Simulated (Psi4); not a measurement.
Psi4 input (wB97X-D/6-31G*):

```
memory 1500 MB

molecule {
0 2
B    -0.02703500   -0.07509900    0.56928900
F     1.16465300   -0.50045200    0.21108300
C    -1.06947400    0.48527500   -0.44364200
H    -2.09689500    0.38650500   -0.09670400
H    -0.96345700    0.02310800   -1.43067200
H    -0.86951000    1.55830200   -0.55696900
symmetry c1
no_reorient
no_com
}

set {
  basis 6-31G*
  reference uks
  scf_type pk
  dft_radial_points 99
  dft_spherical_points 590
  e_convergence 1e-8
  d_convergence 1e-7
  maxiter 150
}

e = energy('wb97x-d')
print_out(f'\nFINAL {e:.10f} DIPOLE {variable("CURRENT DIPOLE")[0]:.6f} {variable("CURRENT DIPOLE")[1]:.6f} {variable("CURRENT DIPOLE")[2]:.6f}\n')
```

Output:

```
   => Loading Basis Set <=

    Name: 6-31G*
    Role: ORBITAL
    Keyword: BASIS
    atoms 1   entry B          line    94 file 6-31gs.gbs
    atoms 2   entry F          line   162 file 6-31gs.gbs
    atoms 3   entry C          line   111 file 6-31gs.gbs
    atoms 4-6 entry H          line    44 file 6-31gs.gbs

   => WB97X-D: Empirical Dispersion <=

    Chai and Head-Gordon Dispersion Correction
    Chai, J.-D.; Head-Gordon, M. (2010), J. Chem. Phys., 132: 6615-6620

        s6 =       1.000000

         ---------------------------------------------------------
                                   SCF
               by Justin Turney, Rob Parrish, Andy Simmonett
                          and Daniel G. A. Smith
                              UKS Reference
         ---------------------------------------------------------

  ==> Geometry <==

    Molecular point group: c1
    Full point group: C1

    Geometry (in Angstrom), charge = 0, multiplicity = 2:

       Center              X                  Y                   Z               Mass
    ------------   -----------------  -----------------  -----------------  -----------------
         B           -0.027035000000    -0.075099000000     0.569289000000    11.009305360000
         F            1.164653000000    -0.500452000000     0.211083000000    18.998403162730
         C           -1.069474000000     0.485275000000    -0.443642000000    12.000000000000
         H           -2.096895000000     0.386505000000    -0.096704000000     1.007825032230
         H           -0.963457000000     0.023108000000    -1.430672000000     1.007825032230
         H           -0.869510000000     1.558302000000    -0.556969000000     1.007825032230

  Running in c1 symmetry.

  Rotational constants: A =      2.41967  B =      0.28274  C =      0.26554 [cm^-1]
  Rotational constants: A =  72539.98138  B =   8476.23061  C =   7960.54029 [MHz]
  Nuclear repulsion =   57.554427375767212

  Charge       = 0
  Multiplicity = 2
  Electrons    = 23
  Nalpha       = 12
  Nbeta        = 11

  ==> Algorithm <==

  SCF Algorithm Type is PK.
  DIIS enabled.
  MOM disabled.
  Fractional occupation disabled.
  Guess Type is SAD.
  Energy threshold   = 1.00e-08
  Density threshold  = 1.00e-07
  Integral threshold = 1.00e-12

  ==> Primary Basis <==

  Basis Set: 6-31G*
    Blend: 6-31G*
    Number of shells: 24
    Number of basis functions: 51
    Number of Cartesian functions: 51
    Spherical Harmonics?: false
    Max angular momentum: 2

  ==> DFT Potential <==

   => LibXC <=

    Version 7.1.2
    S. Lehtola, C. Steigemann, M. J. T. Oliveira, and M. A. L. Marques,  SoftwareX 7, 1–5 (2018) (10.1016/j.softx.2017.11.002)

   => Composite Functional: WB97X-D <=

    wB97X-D Hyb-GGA Exchange-Correlation Functional

    J.-D. Chai and M. Head-Gordon,  Phys. Chem. Chem. Phys. 10, 6615–6620 (2008) (10.1039/B810189B)

    Deriv               =              1
    GGA                 =           TRUE
    Meta                =          FALSE

    Exchange Hybrid     =           TRUE
    MP2 Hybrid          =          FALSE

   => Exchange-Correlation Functionals <=

    1.0000   wB97X-D range-separated functional

   => Exact (HF) Exchange <=

    0.7780            HF,LR [omega = 0.2000]
    0.2220               HF

   => LibXC Density Thresholds  <==

    XC_HYB_GGA_XC_WB97X_D:  1.00E-14

   => Molecular Quadrature <=

    Radial Scheme          =       TREUTLER
    Pruning Scheme         =           NONE
    Nuclear Scheme         =       TREUTLER

    Blocking Scheme        =         OCTREE
    BS radius alpha        =              1
    Pruning alpha          =              1
    Radial Points          =             99
    Spherical Points       =            590
    Total Points           =         333300
    Total Blocks           =           2445
    Max Points             =            256
    Max Functions          =             51
    Weights Tolerance      =       1.00E-15

  ==> Integral Setup <==

  Using in-core PK algorithm.
   Calculation information:
      Number of atoms:                   6
      Number of AO shells:              24
      Number of primitives:             57
      Number of atomic orbitals:        51
      Number of basis functions:        51

      Integral cutoff                 1.00e-12
      Number of threads:                 1

  Performing in-core PK
  Using 2639403 doubles for integral storage.
  We computed 44394 shell quartets total.
  Whereas there are 45150 unique shell quartets.

  Computing range-separated integrals for PK
  We computed 44394 wK shell quartets total.
  Whereas there are 45150 wK unique shell quartets.

  ==> DiskJK: Disk-Based J/K Matrices <==

    J tasked:                  Yes
    K tasked:                  Yes
    wK tasked:                 Yes
    Omega:               2.000E-01
    Schwarz Cutoff:          1E-12


  Cached 100.0% of DFT collocation blocks in 0.434 [GiB].

  Minimum eigenvalue in the overlap matrix is 5.5058646361E-03.
  Reciprocal condition number of the overlap matrix is 8.7760704230E-04.
    Using symmetric orthogonalization.

  ==> Pre-Iterations <==

  SCF Guess: Superposition of Atomic Densities via on-the-fly atomic UHF (no occupation information).

   -------------------------
    Irrep   Nso     Nmo
   -------------------------
     A         51      51
   -------------------------
    Total      51      51
   -------------------------

  ==> Iterations <==

                        Total Energy        Delta E     RMS |[F,P]|

   @UKS iter SAD:  -163.82507273849555   -1.63825e+02   0.00000e+00
   @UKS iter   1:  -164.42283933323321   -5.97767e-01   9.62294e-03 ADIIS/DIIS
   @UKS iter   2:  -164.46676480671641   -4.39255e-02   7.93059e-03 ADIIS/DIIS
   @UKS iter   3:  -164.53125794744940   -6.44931e-02   1.02802e-03 ADIIS/DIIS
   @UKS iter   4:  -164.53215081349751   -8.92866e-04   3.17019e-04 ADIIS/DIIS
   @UKS iter   5:  -164.53228437761595   -1.33564e-04   4.65774e-05 DIIS
   @UKS iter   6:  -164.53229053573040   -6.15811e-06   1.29905e-05 DIIS
   @UKS iter   7:  -164.53229122023856   -6.84508e-07   3.84438e-06 DIIS
   @UKS iter   8:  -164.53229130411060   -8.38720e-08   1.23359e-06 DIIS
   @UKS iter   9:  -164.53229131551061   -1.14000e-08   4.48936e-07 DIIS
   @UKS iter  10:  -164.53229131792347   -2.41286e-09   2.25860e-07 DIIS
   @UKS iter  11:  -164.53229131887903   -9.55566e-10   9.71002e-08 DIIS
  Energy and wave function converged.

  ==> Post-Iterations <==

   Electrons on quadrature grid:
      Nalpha   =   11.9999998591 ; deviation = -1.409e-07
      Nbeta    =   10.9999998610 ; deviation = -1.390e-07
      Ntotal   =   22.9999997201 ; deviation = -2.799e-07

   @Spin Contamination Metric:   1.583964239E-03
   @S^2 Expected:                7.500000000E-01
   @S^2 Observed:                7.515839642E-01
   @S   Expected:                5.000000000E-01
   @S   Observed:                5.000000000E-01

    Orbital Energies [Eh]
    ---------------------

    Alpha Occupied:

       1A    -24.842186     2A    -10.284370     3A     -6.919883
       4A     -1.320027     5A     -0.812193     6A     -0.639202
       7A     -0.558264     8A     -0.549039     9A     -0.501930
      10A     -0.489892    11A     -0.468763    12A     -0.263120

    Alpha Virtual:

      13A      0.064561    14A      0.199875    15A      0.226707
      16A      0.247847    17A      0.286470    18A      0.367574
      19A      0.505199    20A      0.528612    21A      0.547434
      22A      0.667051    23A      0.681505    24A      0.718997
      25A      0.773641    26A      0.950660    27A      0.968115
      28A      1.038709    29A      1.203290    30A      1.266330
      31A      1.282403    32A      1.294891    33A      1.326582
      34A      1.435053    35A      1.486399    36A      1.628097
      37A      1.705225    38A      1.839033    39A      1.887671
      40A      1.974362    41A      2.083107    42A      2.092480
      43A      2.288779    44A      2.344684    45A      2.440383
      46A      2.488952    47A      2.668344    48A      3.264492
      49A      3.538289    50A      4.317154    51A      4.435454

    Beta Occupied:

       1A    -24.839821     2A    -10.282511     3A     -6.911600
       4A     -1.313882     5A     -0.805600     6A     -0.630135
       7A     -0.546028     8A     -0.540837     9A     -0.490848
      10A     -0.487947    11A     -0.452891

    Beta Virtual:

      12A      0.032374    13A      0.089514    14A      0.202296
      15A      0.234142    16A      0.250212    17A      0.291747
      18A      0.379165    19A      0.529879    20A      0.546670
      21A      0.584912    22A      0.682952    23A      0.689738
      24A      0.723277    25A      0.788483    26A      0.955355
      27A      0.973125    28A      1.040910    29A      1.209818
      30A      1.285420    31A      1.297815    32A      1.317418
      33A      1.359829    34A      1.452753    35A      1.501026
      36A      1.651672    37A      1.715267    38A      1.845161
      39A      1.891419    40A      1.981110    41A      2.095041
      42A      2.114519    43A      2.299019    44A      2.349684
      45A      2.452671    46A      2.502598    47A      2.690026
      48A      3.274462    49A      3.602055    50A      4.321629
      51A      4.438951

    Final Occupation by Irrep:
              A
    DOCC [    11 ]
    SOCC [     1 ]
    NA   [    12 ]
    NB   [    11 ]

  @UKS Final Energy:  -164.53229131887903

   => Energetics <=

    Nuclear Repulsion Energy =             57.5544273757672116
    One-Electron Energy =                -339.2955426448141907
    Two-Electron Energy =                 131.7994817313625049
    DFT Exchange-Correlation Energy =     -14.5897221242818436
    Empirical Dispersion Energy =          -0.0009356569126951
    VV10 Nonlocal Energy =                  0.0000000000000000
    Total Energy =                       -164.5322913188790324

  UHF NO Occupations:
  HONO-2 :   10  A 1.9997752
  HONO-1 :   11  A 1.9995595
  HONO-0 :   12  A 1.0000000
  LUNO+0 :   13  A 0.0004405
  LUNO+1 :   14  A 0.0002248
  LUNO+2 :   15  A 0.0000594
  LUNO+3 :   16  A 0.0000412

Computation Completed

Properties will be evaluated at   0.000000,   0.000000,   0.000000 [a0]

Properties computed using the SCF density matrix

 Multipole Moments:

 ------------------------------------------------------------------------------------
     Multipole            Electronic (a.u.)      Nuclear  (a.u.)        Total (a.u.)
 ------------------------------------------------------------------------------------

 L = 1.  Multiply by 2.5417464519 to convert [e a0] to [Debye]
 Dipole X            :         -0.3332183           -0.0000076           -0.3332258
 Dipole Y            :          0.2045478            0.0000038            0.2045516
 Dipole Z            :         -0.2819484           -0.0000094           -0.2819578
 Magnitude           :                                                    0.4820592

 ------------------------------------------------------------------------------------

FINAL -164.5322913189 DIPOLE -0.333226 0.204552 -0.281958

*** Psi4 exiting successfully. Buy a developer a beer!
```

The geometry given is a B3LYP-D3(BJ)/def2-TZVP minimum.
